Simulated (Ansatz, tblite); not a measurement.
Forces on the cluster Al₃Ga₂⁺ at its r2SCAN-D4/def2-SVP geometry. Charge 1, multiplicity 1.

The xTB rows come from tblite. The geometry of the singlet was relaxed on an unsound state (restricted singlet, unstable towards broken spin symmetry at other levels and untested here). The order of the spin states hangs on the level: the triplet lies 0.09 eV below the singlet at PBE0-D4/def2-TZVP, but 0.05 eV above it at PBE-D4/def2-TZVP. The singlet is doubtful at PBE0-D4/def2-TZVP (restricted singlet, unstable towards broken spin symmetry). The structure comes from a short search, and lower isomers may exist.

GFN1-xTB (tblite), largest force 1.33 eV/Å:

```xyz
5
positions Å, forces eV/Å
Al   -0.240    2.000    1.634   -0.130    0.881    0.653
Al   -0.969    1.187   -0.672   -0.503    0.347   -0.643
Al    1.034   -2.145   -0.217    0.742   -1.020    0.415
Ga   -0.447   -0.849   -1.866   -0.491    0.350   -0.633
Ga    0.623   -0.193    1.121    0.381   -0.558    0.207
```

GFN2-xTB (tblite), largest force 2.05 eV/Å:

```
Al -0.465 1.780 0.899
Al -0.259 0.861 0.444
Al 0.633 -1.475 -0.336
Ga -0.099 -0.900 -1.210
Ga 0.190 -0.265 0.203
```

PBE-D4/def2-TZVP (Ansatz), largest force 0.27 eV/Å:

```
Al -0.027 0.210 0.167
Al -0.115 0.138 -0.083
Al 0.132 -0.219 0.033
Ga -0.075 -0.060 -0.223
Ga 0.086 -0.069 0.107
```
